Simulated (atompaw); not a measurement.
What one change does to a pseudopotential (samarium (Sm), PAW (atompaw))

- Element: samarium (Sm)
- Generator: atompaw 4.2.0.5
- Type: PAW
- Functional: LDA (PW92)
- Relativity: scalar-relativistic
- Frozen core: [Kr] 4d10 4f5
- Valence charge: 11
- Reference configuration: 5s2 5p6 5d1 6s1.5 6p0 (charge +0.5)
- Partial waves: 5s (bound): rc 2.25 bohr; 6s (bound): rc 2.50 bohr; 5p (bound): rc 2.35 bohr; 6p (bound, empty): rc 3.00 bohr; 5d (bound): rc 3.00 bohr; 5d channel at 0.55 Ry: rc 3.00 bohr
- Local potential: bessel scheme, radius 2.95 bohr
- Core correction: smooth core density matched at 2.50 bohr
- Augmentation charge: besselshape compensation charge, radius 2.15 bohr; PAW radius 3.00 bohr; waves and projectors: custom polynom gramschmidtortho

Change: local potential bessel scheme, radius 1.38 bohr.

Cutoffs: the cutoffs (Ry, on a coarse ladder) from which the occupation-weighted sum of valence levels, in a spherical-Bessel basis at the reference potential, stays within 10 and 1 mRy of its value at 400 Ry; they do not see the model core or the augmentation charge, which bear on the density cutoff.

What does the change do?

The potential gets neither clearly harder nor softer (15 Ry and 25 Ry → 15 Ry and 25 Ry); the range in which the p phases agree narrows (upper end at the end of the scan → 0.5); neither file shows a bound ghost.

```csv
quantity,base,changed
"cutoff, loose",15 Ry,15 Ry
"cutoff, tight",25 Ry,25 Ry
bound ghosts,none,none
s: phases at 3.00 bohr within 0.05 rad from the reference energy up to (Ry; the scan ends near 5),3.5,3.0
p: phases at 3.00 bohr within 0.05 rad from the reference energy up to (Ry; the scan ends near 5),to the end of the scan,0.5
d: phases at 3.00 bohr within 0.05 rad from the reference energy up to (Ry; the scan ends near 5),to the end of the scan,to the end of the scan
lowest overlap eigenvalue by channel,"s 0.65, p 0.61, d 0.93","s 0.63, p 0.64, d 0.92"
```

 The cutoffs see the waves, projectors and local potential, not the compensation charge or the core.
